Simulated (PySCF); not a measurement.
Orbital picture of BiO

PBE at R = 1.949 Å; basis Bi def2-SVPD with ECP60, O def2-SVPD; scalar-relativistic core potentials; PySCF 2.14. State: ²Π (doublet), unpaired electrons π ↑. Only the outer orbitals are listed, counted within each symmetry, core potentials removing the inner ones.

| spin | orbital | occ. | ε (eV) | on Bi (%) | main shells (%) |
| --- | --- | --- | --- | --- | --- |
| α | 5σ | 1 | -21.69 | 11 | 86 O s |
| α | 6σ | 1 | -14.58 | 85 | 83 Bi s, 10 O s |
| α | 7σ | 1 | -7.67 | 33 | 64 O p, 27 Bi p |
| α | 3π | 1 | -7.34 | 25 | 74 O p, 25 Bi p |
| α | 3π | 1 | -7.30 | 24 | 75 O p, 24 Bi p |
| α | 4π | 1 | -4.42 | 78 | 76 Bi p, 23 O p |
| α | 4π | 0 | -4.41 | 77 | 75 Bi p, 24 O p |
| α | 8σ | 0 | -1.38 | 81 | 64 Bi p, 17 O p, 13 Bi d |
| β | 5σ | 1 | -21.42 | 11 | 87 O s |
| β | 6σ | 1 | -14.15 | 85 | 83 Bi s, 10 O s |
| β | 7σ | 1 | -7.49 | 33 | 64 O p, 25 Bi p |
| β | 3π | 1 | -7.23 | 21 | 78 O p, 21 Bi p |
| β | 3π | 1 | -6.63 | 20 | 79 O p, 20 Bi p |
| β | 4π | 0 | -4.13 | 80 | 78 Bi p, 21 O p |
| β | 4π | 0 | -3.42 | 81 | 78 Bi p, 20 O p |
| β | 8σ | 0 | -1.13 | 79 | 61 Bi p, 16 O p, 14 Bi d |

Question: Which are the highest filled and the lowest empty level, where do they sit, and how wide is the gap?

Answer: Highest filled α 4π at -4.42 eV (in %: 76 Bi p, 23 O p); lowest empty α 4π at -4.41 eV (in %: 75 Bi p, 24 O p); the gap at PBE is 0.01 eV. Both belong to one degenerate shell, split only by its one-sided filling, so this is no excitation gap.

```
bond order (Mayer)                              : 1.66
⟨S²⟩                                            : 0.753
charge on Bi (Mulliken, basis-dependent)        : 0.87
charge on Bi (Löwdin, basis-dependent)          : 0.97
dipole moment (positive dipole means Bi(−)O(+)) : -3.96 D
polarisability along the bond                   : 60.5 bohr³
polarisability across the bond                  : 42.9 bohr³
```

These are scalar-relativistic numbers at best; spin–orbit coupling would shift them, the dissociation energy most. The state was picked by a PBE0 search and need not be the measured ground state.
